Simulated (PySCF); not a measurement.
Species: C5H12P2.
Geometry (GFN2-xTB, Å), atoms numbered from 1 in this order:
```xyz
19
C5H12P2 angstrom
C      2.498   -0.672   -0.346
P      1.059   -0.213    0.718
C     -0.191   -1.396    0.003
C     -1.607   -0.997    0.405
P     -2.145    0.511   -0.547
C     -0.911    1.699    0.186
C      0.506    1.301   -0.215
H      2.226   -0.685   -1.401
H      3.299    0.048   -0.186
H      2.856   -1.657   -0.051
H      0.043   -2.393    0.391
H     -0.097   -1.422   -1.088
H     -2.309   -1.802    0.168
H     -1.658   -0.800    1.481
H     -3.191    0.853    0.323
H     -1.008    1.716    1.276
H     -1.146    2.696   -0.198
H      0.558    1.114   -1.293
H      1.206    2.108    0.026
```

Computed, not measured: TDDFT CAM-B3LYP/def2-SVPD, vertical, gas phase, core orbitals frozen in the response (PySCF 2.14.0, density-fitted response routines).

Ground-to-excited transition dipoles (e·a0, same axes as the geometry; the sign carries no meaning), for the states with f of 0.002 or more among the lowest 7:

```tsv
state	E (hartree)	μx	μy	μz
S1	0.2369	0.925	-0.245	-0.096
S2	0.2378	-0.180	0.062	-0.037
S5	0.2470	0.233	0.908	-0.074
S6	0.2648	0.521	-0.116	0.234
S7	0.2666	0.348	-0.029	0.761
```

Q: What oscillator strength does each state have?

A: f = (2/3) ΔE |μ|² with ΔE in hartree (27.2114 eV).

```csv
state,|μ|² (au),|μ| (D),f
S1,0.924,2.44,0.146
S2,0.038,0.49,0.006
S5,0.884,2.39,0.146
S6,0.340,1.48,0.060
S7,0.701,2.13,0.125
```

Q: The point group is Cs. Which irreducible representation does each state belong to?

A: From a totally symmetric ground state, an allowed state transforms like the component of the dipole operator along its μ. Polarised normal to the mirror plane, so A″: S5. Polarised in the mirror plane, so A′: S1, S2, S6 and S7.

Q: Which bond between heavy atoms lies closest to the direction of the S1 transition dipole?

A: C6–C7 and C3–C4, at 10° from it; next C1–P2 at 30°.

Q: What angle do the transition dipoles of S1 and S5 make?

A: |cos θ| = |μa·μb| / (|μa| |μb|) = 0.00, so θ ≈ 90° (taken between 0 and 90°, since the signs are arbitrary).

Q: How is the summed strength of these states shared among x, y and z?

A: (2/3) Σ ΔE μα² gives 0.219 for x, 0.148 for y and 0.115 for z, 0.482 in all.

Hardware: one thread, Intel Xeon Platinum 8375C at 2.90 GHz (x86_64), shared host. Cost: 56 s wall, 1.1 GiB resident at most.

One conformer stands for the species.

Without π bonds the low states may be Rydberg-like; a valence basis with one diffuse set may place them up to an eV too high.
